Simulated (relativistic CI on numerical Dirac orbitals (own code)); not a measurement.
# Mn⁵⁺: M2,3 absorption edge

Computed with this model: Dirac-Coulomb-Breit CI, separate exchange-only KLI orbitals for each configuration, a model potential for QED, valence Slater integrals scaled by 0.9, multiplet model of core-to-valence dipole absorption; configurations [Ar] 3d2 → [Ne] 3s2 3p5 3d3; 10 K; Lorentzian 1.2 eV and Gaussian 0.3 eV FWHM. Energies are those of the free ion, without screening or charge transfer. The branching ratio is the share of the lower-energy edge in the whole absorption, uncertain by about 0.02 where the edges overlap. S is read from ⟨S²⟩ = S(S + 1).

Field parameters in Wybourne normalisation: D3d B²₀ = −7Dσ, B⁴₀ = −14Dq − 21Dτ, B⁴₃ = −14√(10/7) Dq. The field is a parameter set, without covalency.

free ion: ground-state S = 1.00, centroid 64.57 eV. Peaks (eV, height): 55.0 (14), 59.0 (60), 63.8 (20), 66.2 (100), 70.2 (62).

D3d, 10Dq = 19200, Dσ = -1200, Dτ = -230 cm⁻¹: ground-state S = 1.00, centroid 64.91 eV. Peaks (eV, height): 57.0 (13), 60.8 (70), 67.8 (100), 72.2 (33).

D3d, 10Dq = 19200, Dσ = -170, Dτ = -230 cm⁻¹: ground-state S = 1.00, centroid 64.88 eV. Peaks (eV, height): 56.8 (12), 60.8 (64), 67.5 (100), 72.2 (30).

D3d, 10Dq = 19200, Dσ = 860, Dτ = -230 cm⁻¹: ground-state S = 1.00, centroid 64.85 eV. Peaks (eV, height): 56.8 (12), 60.5 (58), 67.5 (100), 72.0 (30).

Strongest unbroadened transitions for free ion:

```
Energy (eV)  Relative strength
      48.77                1.7
      53.96                1.0
      54.09                0.3
      54.95               13.0
      58.11                0.4
      58.42                0.5
      59.07               67.0
      60.49                0.2
      63.66               12.9
      63.82                1.1
      64.84                0.9
      64.88                0.3
      65.82                0.6
      66.15              100.0
      66.32               11.9
      69.52                1.7
      70.16                8.8
      70.22               58.2
```
